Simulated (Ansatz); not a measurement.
Reaction (SMILES): [SiH3][SiH2][SiH2][SiH2][SiH2][SiH3] + 4 [SiH4] (SiH4) → 5 [SiH3][SiH3]
Structures are relaxed separately at B3LYP-D3(BJ)/def2-TZVP in Ansatz (an electronic-structure program), one conformer each, not searched for the lowest.

Wanted: bond separation energy (electronic energy difference), in kcal/mol. Valence correlation only, unless marked. Spin-orbit coupling is left out. Non-relativistic. CBS marks a two-point X^-3 extrapolation of the correlation energy; Hartree-Fock from the larger set. The bracket is a focal-point correction in the basis named.

| level | program | bond separation energy (kcal/mol) |
|---|---|---|
| r2SCAN/def2-TZVPD | Ansatz | [?] |
| CAM-B3LYP-D4/def2-TZVPD | Ansatz + dftd4 | [?] |
| B2PLYP-D4/def2-TZVPD | Ansatz + dftd4 | 8.1 |
| SCS-MP2/cc-pV(T+d)Z | Ansatz | 8.1 |
| RI-MP2/CBS(cc-pV(T+d)Z,cc-pV(Q+d)Z)+[CCSD(T)-MP2]/cc-pV(T+d)Z | Ansatz | 7.9 |

Task: Fill in the missing entries.

Result: 
- r2SCAN/def2-TZVPD, bond separation energy (kcal/mol): 5.5
- CAM-B3LYP-D4/def2-TZVPD, bond separation energy (kcal/mol): 6.7
